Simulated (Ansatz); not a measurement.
Reactions of `O=C(O)O[SiH3]`.

Gas-phase electronic energies from Ansatz, PBE0-D4/def2-TZVP geometries. CBS: MP2 limit from def2 TZ/QZ plus the TZ coupled-cluster correction, frozen cores. This one scheme is used for every species. Double bonds are as drawn, so ΔE can hold a change between cis and trans. Elements past krypton have def2 core potentials. For Ga, I, Se outer-core shells are correlated without core-valence functions, which leaves a few kJ/mol of doubt a bond. Scalar relativity is left out up to krypton. Each species was taken in one conformer, which may not be the lowest.

| reaction | HF/CBS(def2) (kJ/mol) | CCSD(T)/CBS(def2) (kJ/mol) |
| --- | --- | --- |
| `O=C(O)O[SiH3]` + `[NH2][Al]([OH])[F]` → `[NH2][Al]([F])[O][SiH3]` + `O=C(O)O` | -44 | -30 |
| `O=C(O)O[SiH3]` + `N=[C](O)[GaH2]` → `O/[C]([GaH2])=N/[SiH3]` + `O=C(O)O` | 39 | 19 |
| `O=C(O)O[SiH3]` + `C=CI` → `[SiH3]/C=C/I` + `O=C(O)O` | 92 | 76 |
| `O=C(O)O[SiH3]` + `N[SiH2][SeH]` → `[SiH3]N[SiH2][SeH]` + `O=C(O)O` | 35 | 27 |
| `O=C(O)O[SiH3]` + `[OH][Ga]([OH])[SH]` → `[OH][Ga]([SH])[O][SiH3]` + `O=C(O)O` | -26 | -18 |
| `O=C(O)O[SiH3]` + `CC(F)S` → `CC(F)S[SiH3]` + `O=C(O)O` | 48 | 31 |
| `O=C(O)O[SiH3]` + `COc1ccccc1` → `COc1ccc(C(=O)O)cc1` + `O[SiH3]` | 9 | -10 |
| `O=C(O)O[SiH3]` + `C[SiH3]` → `O=C(O)C[SiH3]` + `O[SiH3]` | 31 | 13 |

Largest T1 diagnostic: 0.015, for `O/[C]([GaH2])=N/[SiH3]`.
